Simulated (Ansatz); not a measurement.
Job for Ansatz (a program for electronic structure): U-CCSD(T)/def2-TZVPP on GaN, 2S+1 = 3, a spin state set in the input, which need not be the lowest, a point of a bond scan (R = 1.857 Å).

Ansatz 0.2 input:
```yaml
crystal:
  periodic: [false, false, false]
  atoms:
    - {symbol: N, position_ang: [0.00000000, 0.00000000, 0.00000000]}
    - {symbol: Ga, position_ang: [0.00000000, 0.00000000, 1.85687600]}
basis:
  gaussian:
    orbitals: def2-TZVPP
    pivot_positions_ang: [[0.00000000, 0.00000000, 0.00000000], [0.00000000, 0.00000000, 1.85687600]]
magnetization: {spin_polarized: true, initial_magnetization: 2}
correlation: {method: ccsd_t, electrons: valence}
output: {orbitals: {seedname: ./end}}
```

The log:

```
WARN ansatz: RAYON_NUM_THREADS=2 ignored (pool sized by the plan → 2); use --threads N
Functional definition: HF
integrals: 0.09 GiB planned
551 factors; integrals over basis functions are off by at most 2.3e-4 eV
mean field: 0.19 GiB planned
mean field evaluation 1: about -53811.0419 eV, gradient 2.0e1 eV
mean field evaluation 2: about -53811.0431 eV, gradient 2.0e1 eV
mean field evaluation 4: about -53813.7573 eV, gradient 2.9e0 eV
mean field evaluation 8: about -53814.0138 eV, gradient 2.7e-1 eV
mean field evaluation 16: about -53814.2545 eV, gradient 2.1e0 eV
mean field evaluation 32: about -53814.4308 eV, gradient 1.9e-6 eV
mean field evaluation 64: about -53814.0169 eV, gradient 2.2e-6 eV
mean field evaluation 96: about -53814.0169 eV, gradient 1.4e-2 eV
mean field evaluation 128: about -53814.0169 eV, gradient 2.6e-3 eV
mean field evaluation 160: about -53814.0361 eV, gradient 3.7e0 eV
mean field evaluation 192: about -53814.4306 eV, gradient 2.5e-2 eV
mean field evaluation 224: about -53811.5457 eV, gradient 5.8e-4 eV
mean field evaluation 256: about -53814.0587 eV, gradient 7.3e-1 eV
mean field evaluation 288: about -53810.0393 eV, gradient 5.4e-3 eV
mean field evaluation 320: about -53811.1113 eV, gradient 8.1e-2 eV
mean field evaluation 352: about -53814.4307 eV, gradient 5.7e-2 eV
mean field evaluation 384: about -53811.1119 eV, gradient 9.1e-4 eV
mean field evaluation 416: about -53811.5296 eV, gradient 5.2e-1 eV
mean field evaluation 448: about -53812.5900 eV, gradient 7.1e-1 eV
mean field evaluation 480: about -53812.4414 eV, gradient 2.9e0 eV
mean field evaluation 512: about -53812.6670 eV, gradient 9.3e-1 eV
mean field evaluation 544: about -53812.5900 eV, gradient 7.1e-1 eV
mean field evaluation 576: about -53812.4413 eV, gradient 2.9e0 eV
mean field evaluation 608: about -53812.6753 eV, gradient 9.6e-1 eV
mean field evaluation 640: about -53809.3938 eV, gradient 2.1e-3 eV
mean field evaluation 672: about -53809.3600 eV, gradient 2.0e0 eV
mean field evaluation 704: about -53808.6236 eV, gradient 2.7e0 eV
mean field evaluation 736: about -53809.1916 eV, gradient 1.3e-1 eV
mean field evaluation 768: about -53814.0155 eV, gradient 2.2e-2 eV
mean field evaluation 800: about -53811.4737 eV, gradient 1.9e0 eV
mean field evaluation 832: about -53809.9829 eV, gradient 2.0e-1 eV
mean field evaluation 864: about -53811.5457 eV, gradient 2.3e-3 eV
mean field evaluation 896: about -53812.3775 eV, gradient 1.8e0 eV
mean field evaluation 928: about -53812.7671 eV, gradient 1.4e0 eV
mean field evaluation 960: about -53812.6956 eV, gradient 8.4e-1 eV
mean field -53814.43077130 eV, -1977.6438541140 hartree, gradient 2.0e-6 eV, S^2 2.021874; 17 other end points of the search recorded, 0 dependent functions left out
determinant -53814.43077130 eV, -1977.6438541140 hartree, with singles and doubles -53823.64005845 eV, -1977.9822891743 hartree
determinant -53814.43074878 eV, -1977.6438532863 hartree, with singles and doubles -53823.64123835 eV, -1977.9823325350 hartree
determinant -53814.01690822 eV, -1977.6286449264 hartree, with singles and doubles -53823.56307395 eV, -1977.9794600462 hartree
determinant -53811.54571650 eV, -1977.5378303057 hartree, with singles and doubles -53820.13367256 eV, -1977.8534318699 hartree
determinant -53811.11190244 eV, -1977.5218879329 hartree, with singles and doubles -53820.13434637 eV, -1977.8534566316 hartree
determinant -53814.43077130 eV, -1977.6438541140 hartree, with singles and doubles -53823.61492511 eV, -1977.9813655413 hartree
determinant -53814.43074878 eV, -1977.6438532863 hartree, with singles and doubles -53823.61515170 eV, -1977.9813738682 hartree
determinant -53814.01690822 eV, -1977.6286449264 hartree, with singles and doubles -53823.55859699 eV, -1977.9792955211 hartree
10 core orbitals not correlated
reference -53814.01690822 eV, -1977.6286449264 hartree; 10, 8 occupied and 59, 61 virtual orbitals, 551 factors
second order -8.99441425 eV of doubles, -0.00000000 eV of singles
coupled cluster: 0.28 GiB planned
cycle   1  -9.54168995 eV  change   -1.2e-6 eV  update   3.8e-6
coupled cluster: 0.29 GiB planned
perturbative correction -0.46397510 eV, -0.0170507704 hartree
Total energy: -53824.02257328 eV, -1977.9963463350 hartree
```

The calculation finished and met its thresholds.

Cost: roughly 90 core-seconds.
